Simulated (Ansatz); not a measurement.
Coupled-cluster diagnostics for SiSe₂⁺, Ansatz.

Geometry of the doublet (r2SCAN-D4/def2-TZVP):

```xyz
3

Si    0.0000    0.0000   -0.0001
Se   -0.5720   -1.9949   -0.1854
Se    0.5721    1.9948    0.1854
```

Correlated methods freeze 23 core orbitals; core or outer-core shells of Se are correlated, in sets that lack core-valence functions. In CCSD on the charge 1 doublet the largest single amplitude is 0.20, so its Hartree–Fock determinant may place the open shell otherwise than the density functionals do. Another isomer (doublet) lies 0.85 eV lower at PBE0-D4/def2-TZVP; other spin states weren't run for this one.

Q: Estimate the CCSD(T) correlation energy, the shares of MP2 and (T), T1 and the reference's ⟨S²⟩ for: charge 1, doublet, own geometry in def2-TZVPP; and the rough time on 4 threads of Arm Neoverse V2 on a shared host.

A: 
```tsv
state	basis	correlation (eV)	MP2 share (%)	(T) share (%)	T1	⟨S²⟩ (pure)	wall time	remarks
charge 1, doublet, own geometry	def2-TZVPP	-17.216	91.0	5.0	0.033	1.10 (0.75)	26 s	spin-contaminated (⟨S²⟩ 1.10)
```
Customary marks for T1 are 0.02 (closed shells), 0.045 (open shells) and about 0.05 (3d metals). T1 exceeds 0.02 in 1 of 1 rows and 0.045 in 0; the higher it lies, the less the single-reference result can be trusted.
